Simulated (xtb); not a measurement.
CH3Cl3Si (SMILES C[Si](Cl)(Cl)Cl), singlet, at a GFN2-xTB geometry. Base run: GFN0-xTB (xtb).

Input for xtb:
```
$ xtb mol.xyz --gfn 0 --json

# file mol.xyz
8

C     -2.08539302    -0.43002418     0.05735758
Si    -0.22565362    -0.04653152     0.00620648
Cl     0.68040569    -1.19502435    -1.39062803
Cl     0.06775652     1.90072752    -0.45554951
Cl     0.60976201    -0.42568869     1.80882858
H     -2.26630565    -1.46926637     0.31744164
H     -2.59468576     0.18660249     0.79274175
H     -2.55221147    -0.24599592    -0.90628735
```

Each row names what was changed in the base input (with any setting that the change needs).

```
change        ΔE vs base (kJ/mol)  HOMO-LUMO gap (eV)
------------  -------------------  ------------------
base                         0.00                6.18
etemp = 3000                 0.00                6.18
file = coord                 0.00                6.18
etemp = 10                   0.00                6.18
```
